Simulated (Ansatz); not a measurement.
Program: Ansatz. Geometries: PBE0-D4/def2-TZVP. ΔE: electronic, gas phase. CCSD(T)/CBS adds triple-zeta CCSD(T) − MP2 to the extrapolated MP2 energy (def2 sets, frozen cores). One conformer a species, not always the lowest.

Reaction (formal exchange of groups at a C–C bond): `CCCCC(N)=O` + `NCF` → `CC(N)F` + `CCCC(N)=O`

`CCCCC(N)=O`:

Z-matrix (Å, degrees):
```
C
C 1 1.519
H 1 1.092 2 111.6
H 1 1.094 2 111.1 3 120.2
H 1 1.093 2 111.0 3 -120.3
C 2 1.519 1 112.7 3 179.7
H 2 1.097 1 109.6 3 57.9
H 2 1.097 1 109.6 3 -58.0
C 6 1.517 2 112.8 1 179.7
H 6 1.096 2 109.7 1 57.6
H 6 1.093 2 110.4 1 -58.7
C 9 1.515 6 112.7 2 174.0
H 9 1.097 6 109.7 2 55.4
H 9 1.095 6 110.8 2 -61.7
N 12 1.357 9 115.1 6 150.5
O 12 1.213 9 122.9 6 -30.7
H 15 1.002 12 122.1 9 -0.1
H 15 1.005 12 118.5 9 175.9
```

`NCF`:

Cartesian coordinates in Å:
```
N -0.160 -0.458 0.750
C -0.130 0.153 -0.512
F 0.985 0.987 -0.710
H 0.625 -1.073 0.907
H -0.227 0.209 1.507
H -0.085 -0.604 -1.297
H -1.009 0.786 -0.646
```

`CC(N)F`:

Z-matrix (Å, degrees):
```
C
C 1 1.506
H 1 1.093 2 110.0
H 1 1.090 2 110.1 3 -119.9
H 1 1.090 2 110.3 3 119.5
N 2 1.409 1 112.2 3 57.8
F 2 1.415 1 107.3 3 -65.5
H 2 1.094 1 111.6 3 -179.6
H 6 1.011 2 112.2 1 -179.3
H 6 1.012 2 111.8 1 -56.1
```

`CCCC(N)=O`:

Cartesian coordinates in Å:
```
C -1.958 -0.892 -0.699
C -1.090 0.043 0.123
C 0.392 -0.199 -0.097
C 1.263 0.634 0.821
N 2.477 0.971 0.315
O 0.916 0.963 1.936
H -1.766 -1.938 -0.443
H -1.770 -0.776 -1.771
H -3.020 -0.700 -0.528
H -1.303 -0.070 1.189
H -1.324 1.084 -0.121
H 0.663 -0.026 -1.144
H 0.630 -1.250 0.113
H 2.770 0.685 -0.599
H 3.120 1.470 0.906
```

| species | SCS-MP2/def2-QZVPP energy (Eh) |
| --- | --- |
| `CCCCC(N)=O` | -326.61280 |
| `NCF` | -194.86478 |
| `CC(N)F` | -234.10853 |
| `CCCC(N)=O` | -287.37592 |

Question: Work out ΔE.

Answer: ΔE = (-234.10853) + (-287.37592) − (-326.61280) − (-194.86478) = -0.00687 Eh = -18.0 kJ/mol. CCSD(T)/CBS gives -19.4 kJ/mol.

Largest T1 diagnostic among the species: 0.013.

Leaving LDA and LC-ωPBE aside and taking each functional with its dispersion term where it has one, the values, not all of them listed here, spread over 4.7 kJ/mol, from B97M-V to revPBE-D4. LDA lies −3.3 kJ/mol from PBE without D4.
